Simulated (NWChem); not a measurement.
System: TiNHClF; SMILES [NH]=[Ti]([F])[Cl]

The following NWChem deck was run.

```
start job
memory heap 200 mb stack 900 mb global 1100 mb
geometry units angstroms noautoz
  Ti    -0.023334    -0.355401     0.141842
  N     -1.422425    -1.028026    -0.458554
  H     -2.187238    -1.492150    -0.966338
  F      1.413398    -1.341233    -0.209211
  Cl     0.068816     1.881192     0.033214
end
basis spherical
  * library def2-svp
end
dft
  xc m06-l
  grid fine
  iterations 150
  mulliken
end
task dft gradient
```

Output (shortened):

```
             Northwest Computational Chemistry Package (NWChem) 7.3.0
             --------------------------------------------------------

 C1  symmetry detected

                             Geometry "geometry" -> ""
                             -------------------------

 Output coordinates in angstroms (scale by  1.889725989 to convert to a.u.)

  No.       Tag          Charge          X              Y              Z
 ---- ---------------- ---------- -------------- -------------- --------------
    1 Ti                  22.0000    -0.05102189    -0.39744301     0.22049141
    2 N                    7.0000    -1.53977544    -1.01904500    -0.18887299
    3 H                    1.0000    -2.37709684    -1.46812049    -0.58310475
    4 F                    9.0000     1.28363261    -1.49916223    -0.18474170
    5 Cl                  17.0000     0.16031253     1.81397892    -0.07546589

 Effective nuclear repulsion energy (a.u.)     261.4243736065

                                 NWChem DFT Module
                                 -----------------

 Summary of "ao basis" -> "ao basis" (spherical)
 ------------------------------------------------------------------------------
       Tag                 Description            Shells   Functions and Types
 ---------------- ------------------------------  ------  ---------------------
 Ti                         def2-svp                11       31   5s3p2d1f
 N                          def2-svp                 6       14   3s2p1d
 H                          def2-svp                 3        5   2s1p
 F                          def2-svp                 6       14   3s2p1d
 Cl                         def2-svp                 8       18   4s3p1d

            General Information
            -------------------
          SCF calculation type: DFT
          Wavefunction type:  closed shell.
          No. of atoms     :     5
          No. of electrons :    56
           Alpha electrons :    28
            Beta electrons :    28
          Charge           :     0
          Spin multiplicity:     1
          Use of symmetry is: off; symmetry adaption is: off
          Maximum number of iterations: 150
          AO basis - number of functions:    82
                     number of shells:    34
          Convergence on energy requested:  1.00D-06
          Convergence on density requested:  1.00D-05
          Convergence on gradient requested:  5.00D-04

              XC Information
              --------------
                        M06-L Method XC Functional
                         M06-L Exchange Functional  1.000
                       M06-L Correlation Potential  1.000

             Grid Information
             ----------------
          Grid used for XC integration:  fine
          Radial quadrature: Mura-Knowles
          Angular quadrature: Lebedev.
          Tag              B.-S. Rad. Rad. Pts. Rad. Cut. Ang. Pts.
          ---              ---------- --------- --------- ---------
          Ti                  1.40      140          11.0       974
          N                   0.65       70           9.0       590
          H                   0.35       60          11.0       590
          F                   0.50       70          10.0       590
          Cl                  1.00      123          11.0       770
          Grid pruning is: on
          Number of quadrature shells:   463
          Spatial weights used:  Erf1

      Superposition of Atomic Density Guess
      -------------------------------------

 Sum of atomic energies:       -1461.61803775

      Non-variational initial energy
      ------------------------------

 Total energy =   -1461.670667
 1-e energy   =   -2531.039413
 2-e energy   =     807.944372
 HOMO         =      -0.375539
 LUMO         =      -0.077246

     ---------------------------------------------
      Total Density - Mulliken Population Analysis
     ---------------------------------------------

    Atom       Charge   Shell Charges
 -----------   ------   -------------------------------------------------------
    1 Ti  22    19.35   2.00  2.00  2.00  0.23  0.00  6.00  6.00  0.25  0.39  0.43  0.05
    2 N    7     8.51   1.99  1.12  0.58  2.86  1.94  0.01
    3 H    1     0.77   0.59  0.13  0.04
    4 F    9     9.77   1.99  1.16  0.81  3.61  2.19  0.00
    5 Cl  17    17.60   2.00  1.99  1.23  0.72  5.94  2.24  3.48  0.01

   convergence    iter        energy       DeltaE   RMS-Dens  Diis-err
 ---------------- ----- ----------------- --------- --------- ---------
 d= 0,ls=0.0,diis     1  -1464.0205384410 -1.73D+03  6.28D-02  3.31D+00
 d= 0,ls=0.5,diis     2  -1444.0979981008  1.99D+01  1.68D-02  1.25D+02
 d= 0,ls=0.5,diis     3  -1450.8185761981 -6.72D+00  5.73D-03  1.14D+02
 d= 0,ls=0.5,diis     4  -1452.9763853676 -2.16D+00  9.27D-03  1.04D+02
 d= 0,ls=0.5,diis     5  -1456.6383451823 -3.66D+00  8.27D-03  7.55D+01
 d= 0,ls=0.5,diis     6  -1459.3498440828 -2.71D+00  6.05D-03  4.97D+01
 d= 0,ls=0.5,diis     7  -1460.9332199484 -1.58D+00  4.35D-03  3.33D+01
 d= 0,ls=0.5,diis     8  -1461.8080727034 -8.75D-01  4.14D-03  2.41D+01
 d= 0,ls=0.5,diis     9  -1462.5647007732 -7.57D-01  4.29D-03  1.64D+01
 d= 0,ls=0.5,diis    10  -1463.1658969605 -6.01D-01  4.90D-03  1.00D+01
 d= 0,ls=0.5,diis    11  -1463.7264824717 -5.61D-01  1.08D-02  4.69D+00
 d= 0,ls=0.5,diis    12  -1464.3178021220 -5.91D-01  7.14D-03  2.59D-01
 d= 0,ls=0.5,diis    13  -1464.4200113698 -1.02D-01  4.93D-03  1.39D-01
  Resetting Diis
 d= 0,ls=0.5,diis    14  -1464.4652203421 -4.52D-02  3.85D-03  1.74D-01
 d= 0,ls=0.5,diis    15  -1464.4955559685 -3.03D-02  5.54D-03  1.69D-01
 d= 0,ls=0.5,diis    16  -1464.5044297564 -8.87D-03  2.95D-03  3.19D-01
 d= 0,ls=0.5,diis    17  -1464.5439305785 -3.95D-02  2.33D-03  8.96D-02
 d= 0,ls=0.5,diis    18  -1464.5654823333 -2.16D-02  2.01D-03  2.52D-02
 d= 0,ls=0.5,diis    19  -1464.5783976227 -1.29D-02  1.72D-03  1.34D-02
 d= 0,ls=0.5,diis    20  -1464.5870893280 -8.69D-03  1.42D-03  1.08D-02
 d= 0,ls=0.5,diis    21  -1464.5925851804 -5.50D-03  1.09D-03  1.11D-02
 d= 0,ls=0.5,diis    22  -1464.5964495174 -3.86D-03  8.84D-04  7.60D-03
 d= 0,ls=0.5,diis    23  -1464.5990440253 -2.59D-03  7.17D-04  4.91D-03
 d= 0,ls=0.5,diis    24  -1464.6007174492 -1.67D-03  5.85D-04  3.88D-03
 d= 0,ls=0.5,diis    25  -1464.6019162819 -1.20D-03  4.79D-04  2.50D-03
 d= 0,ls=0.5,diis    26  -1464.6027228708 -8.07D-04  3.90D-04  1.55D-03
 d= 0,ls=0.5,diis    27  -1464.6032546297 -5.32D-04  3.19D-04  9.84D-04
 d= 0,ls=0.5,diis    28  -1464.6036117195 -3.57D-04  2.60D-04  5.84D-04
 d= 0,ls=0.5,diis    29  -1464.6038430934 -2.31D-04  2.13D-04  3.86D-04
 d= 0,ls=0.5,diis    30  -1464.6039995012 -1.56D-04  1.73D-04  2.37D-04
 d= 0,ls=0.5,diis    31  -1464.6041026706 -1.03D-04  1.41D-04  1.47D-04
 d= 0,ls=0.5,diis    32  -1464.6041704065 -6.77D-05  1.15D-04  9.57D-05
 d= 0,ls=0.5,diis    33  -1464.6042151981 -4.48D-05  9.41D-05  6.30D-05
 d= 0,ls=0.5,diis    34  -1464.6042452985 -3.01D-05  7.68D-05  3.90D-05
 d= 0,ls=0.5,diis    35  -1464.6042651544 -1.99D-05  6.25D-05  2.47D-05
 d= 0,ls=0.5,diis    36  -1464.6042782605 -1.31D-05  5.10D-05  1.61D-05
 d= 0,ls=0.5,diis    37  -1464.6042870022 -8.74D-06  4.16D-05  1.02D-05
 d= 0,ls=0.5,diis    38  -1464.6042927594 -5.76D-06  3.39D-05  6.67D-06
 d= 0,ls=0.5,diis    39  -1464.6042965846 -3.83D-06  2.76D-05  4.36D-06
 d= 0,ls=0.5,diis    40  -1464.6042991241 -2.54D-06  2.25D-05  2.87D-06
 d= 0,ls=0.5,diis    41  -1464.6043008136 -1.69D-06  1.84D-05  1.90D-06
 d= 0,ls=0.5,diis    42  -1464.6043019272 -1.11D-06  1.50D-05  1.27D-06
 d= 0,ls=0.5,diis    43  -1464.6043026744 -7.47D-07  1.22D-05  8.53D-07
 d= 0,ls=0.5,diis    44  -1464.6043031705 -4.96D-07  9.99D-06  5.66D-07

         Total DFT energy =    -1464.604303502611
      One electron energy =    -2535.302519518540
           Coulomb energy =      897.388211160470
    Exchange-Corr. energy =      -88.114368751034
 Nuclear repulsion energy =      261.424373606492

 Numeric. integr. density =       56.000000394187

                       DFT Final Molecular Orbital Analysis
                       ------------------------------------

 Vector   26  Occ=2.000000D+00  E=-2.898145D-01
              MO Center=  8.8D-03,  1.3D+00, -7.2D-02, r^2= 2.3D+00
   Bfn.  Coefficient  Atom+Function         Bfn.  Coefficient  Atom+Function
  ----- ------------  ---------------      ----- ------------  ---------------
    75      0.571305  5 Cl px                72      0.414668  5 Cl px
    69      0.243477  5 Cl px                36      0.141877  2 N  py
    15      0.120142  1 Ti d -2              39     -0.101031  2 N  py
    77     -0.092793  5 Cl pz                 9     -0.091003  1 Ti px
    12      0.089990  1 Ti px                18      0.090227  1 Ti d  1

 Vector   27  Occ=2.000000D+00  E=-2.659244D-01
              MO Center= -1.0D+00, -7.1D-01, -5.0D-02, r^2= 1.8D+00
   Bfn.  Coefficient  Atom+Function         Bfn.  Coefficient  Atom+Function
  ----- ------------  ---------------      ----- ------------  ---------------
    37      0.443699  2 N  pz                40     -0.341775  2 N  pz
    18     -0.309333  1 Ti d  1              35     -0.147864  2 N  px
    23     -0.136581  1 Ti d  1              16      0.127242  1 Ti d -1
    17      0.123448  1 Ti d  0              75      0.121816  5 Cl px
    38      0.114384  2 N  px                11      0.107493  1 Ti pz

[...]

                         DFT ENERGY GRADIENTS

    atom               coordinates                        gradient
                 x          y          z           x          y          z
   1 Ti     -0.096417  -0.751058   0.416668    0.006507   0.001435   0.002781
   2 N      -2.909754  -1.925716  -0.356918    0.001672   0.001768   0.001158
   3 H      -4.492062  -2.774345  -1.101908   -0.005148  -0.003100  -0.003007
   4 F       2.425714  -2.833006  -0.349111   -0.002354   0.000788  -0.000375
   5 Cl      0.302947   3.427923  -0.142610   -0.000677  -0.000892  -0.000556
```

Level: M06-L/def2-SVP. Coordinates come from a PBE-D3(BJ)/def2-SVP optimisation.
